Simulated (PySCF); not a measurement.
From one molecule to another.

First species: C7H8O2.
Bonds: C1–C2 (double), C2–C3, C3–C4, C4–C5 (double), C5–O6, O6–C7, C7–C8 (double), C8–O9, C4–O9. Hydrogens: H10, H11 on C1; H12 on C2; H13, H14 on C3; H15 on C5; H16 on C7; H17 on C8.

Second species: C₃H₁₁NOSi₄.
Cartesian coordinates in Å at the GFN2-xTB level; atoms count from 1:
```
atom  x, y, z in Å
C1     2.495    0.410    1.881
C2     2.547   -0.232    0.870
C3     2.518   -0.978   -0.356
Si4    0.763   -0.845   -1.143
Si5    0.111    1.431   -1.232
Si6   -1.361    1.045    0.595
N7    -3.058    1.363    0.458
Si8   -0.910   -1.258    0.470
O9    -2.251   -1.854   -0.284
H10    2.506    0.960    2.773
H11    3.269   -0.576   -1.039
H12    2.785   -2.016   -0.152
H13    0.913   -1.658   -2.377
H14    1.179    2.434   -1.093
H15   -0.521    1.839   -2.503
H16   -1.035    1.789    1.824
H17   -3.396    2.311    0.403
H18   -3.596    0.773   -0.155
H19   -0.643   -2.161    1.606
H20   -2.317   -2.767   -0.549
```

Levels: PBE0/pcSseg-1 for dipole moment, HOMO energy, LUMO energy and HOMO–LUMO gap; GFN2-xTB for rotational constant A and rotational constant C. Geometries: GFN2-xTB. Each structure is a single optimised conformer of the isolated species, non-relativistic unless stated. Electronic properties by PySCF.

The conformers computed, where there is a choice (atom-mapped SMILES and torsion angles):
- `[CH2:1]=[CH:2][CH2:3][C:4]1=[CH:5][O:6][CH:7]=[CH:8][O:9]1`: C1–C2–C3–C4 -122°, C2–C3–C4–C5 103°
- `[CH:1]#[C:2][CH2:3][Si@@H:4]1[SiH2:5][Si@@H:6]([NH2:7])[Si@H:8]1[OH:9]`: C2–C3–Si4–Si5 50°, H–N7–Si6–Si5 -70°, H–N7–Si6–Si5 68°, H–O9–Si8–Si6 174°

Which of the two has the higher dipole moment, and by how much?

The second: 1.57 D against 0.25 D, a difference of 1.32 D.

Which of the two has the higher LUMO energy, and by how much?

The first: -0.17 eV against -1.55 eV, a difference of 1.38 eV.

Which of the two has the higher rotational constant A, and by how much?

The first: 3.856 GHz against 1.101 GHz, a difference of 2.755 GHz.

Which of the two has the higher rotational constant C, and by how much?

The first: 0.900 GHz against 0.578 GHz, a difference of 0.322 GHz.

Which has the higher HOMO–LUMO gap?

The first: 5.32 eV against 4.95 eV, a difference of 0.37 eV.

Which has the higher HOMO energy?

The first: -5.49 eV against -6.50 eV, a difference of 1.01 eV.

On the first: A dipole of 0.25 D is allowed in C1, and pure rotational transitions are dipole-allowed. The dipole matches unit charges of opposite sign 0.05 Å apart (1 e·Å = 4.8032 D).

On the second: In atomic units the dipole is 0.62 e·bohr (1 au = 2.5417 D).
